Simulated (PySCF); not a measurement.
# ZrO₂: map over both bonds

Computed with r2SCAN in PySCF with Zr def2-TZVP with ECP28, O def2-TZVP; scalar-relativistic core potentials, no spin–orbit coupling; density-fitted integrals.

Rigid scan from the singlet minimum (Zr–O 1.773 Å (×2); O–Zr–O 107.2°). Coordinate: rows scale the first bond (Zr–O), columns the second (Zr–O). Energies in kJ/mol from the minimum.

Rows run from the largest first scale (top) to the smallest, columns from the smallest second scale to the largest. Lower edges of the bins (kJ/mol): '0' 0.0, '1' 1.3, '2' 3.2, '3' 6.3, '4' 11.2, '5' 19.0, '6' 31.2, '7' 50.7, '8' 81.6, '9' 130.6; top 208.
```
888899
766789
643578
520368
642468
765678
```

Q: Give the energies on the grid of the scan.

A: 
```json
{"scale \\ scale": "0.94", "0.94": "58", "0.97": "35", "1.00": "26", "1.04": "32", "1.09": "59", "1.15": "109"}
{"scale \\ scale": "0.97", "0.94": "35", "0.97": "13", "1.00": "6", "1.04": "13", "1.09": "42", "1.15": "94"}
{"scale \\ scale": "1.00", "0.94": "26", "0.97": "6", "1.00": "0", "1.04": "9", "1.09": "39", "1.15": "94"}
{"scale \\ scale": "1.04", "0.94": "32", "0.97": "13", "1.00": "9", "1.04": "20", "1.09": "53", "1.15": "109"}
{"scale \\ scale": "1.09", "0.94": "59", "0.97": "42", "1.00": "39", "1.04": "53", "1.09": "88", "1.15": "147"}
{"scale \\ scale": "1.15", "0.94": "109", "0.97": "94", "1.00": "94", "1.04": "109", "1.09": "147", "1.15": "208"}
```

Other isomers or separated fragments may lie lower.
